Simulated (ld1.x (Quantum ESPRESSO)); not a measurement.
Configuration tests for B (Z = 5) (TM)

boron, norm-conserving Troullier–Martins (Kleinman–Bylander form), made with ld1.x (Quantum ESPRESSO) 7.5 (PBEsol, scalar-relativistic). Core [He], reference 2s2 2p0.5 (charge +0.5). Waves: 2s (bound): rc 1.05 bohr; 2p (bound): rc 2.50 bohr. Local part: all-electron potential smoothed inside 1.10 bohr (lloc = -1). Core correction: Bessel-smoothed model core inside 1.05 bohr.

Energies are relative to the spin-unpolarised reference configuration 2s2 2p0.5; without spin polarisation the order of configurations can differ from experiment. The frozen-core shift is the all-electron ΔE with the core orbitals held at their reference shape minus the fully relaxed ΔE.

| valence configuration | charge | ΔE all-electron (eV) | error AE − PS (meV) | frozen-core shift (meV) |
| --- | --- | --- | --- | --- |
| 2s2 2p1 | 0 | -2.855 | +5.2 | 0.0 |
| 2s2 2p0 | +1 | 5.284 | +16 | +0.2 |
| 2s1 2p0 | +2 | 30.546 | +93 | +6.3 |
| 2s2 2p1.3 | -0.3 | -3.580 | +8.4 | +0.1 |
| 2s0 2p3 | 0 | 8.801 | +7.9 | +1.5 |
| 2s1 2p2 | 0 | 2.964 | +11 | +0.4 |

Problem. What are ΔE and the potential's error for 2s1 2p1?

Solution. ΔE = 11.409 eV all-electron; the error (AE − PS) is -20 meV.
